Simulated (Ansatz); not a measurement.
```xyz
3

N     0.0000    0.0000    0.0000
Li    0.0000    4.1620    2.4029
O     0.0000   -2.8653    1.6543
```

Basis set: pcseg-2 (spherical functions). Charge 0, multiplicity 3.

Computed with Ansatz (development build ahead of 0.2.0); each method stands on the lowest determinant of its kind that the runs found. Restricted functionals stand beside restricted open-shell atoms, which can lie above the unrestricted atoms usual in DFT and then raise those values.

(1) Give the atomization energy at this shape (free ground-state atoms in the same class of orbitals less the molecule, no zero-point energy) of triplet LiNO by PBE (unrestricted), PBE (restricted open-shell).

Results:

(1)

```csv
method,atomization energy
PBE (unrestricted),52.7 kJ/mol
PBE (restricted open-shell),-151.7 kJ/mol
```

Caution: charge can spread falsely over distant fragments; other spin multiplicities may lie lower; the shape is not the minimum. Caution for PBE (unrestricted): the unrestricted determinant is a mixture of spin states. Caution for PBE (restricted open-shell): an unrestricted determinant lies well below; the molecule lies well above its atoms at this level.
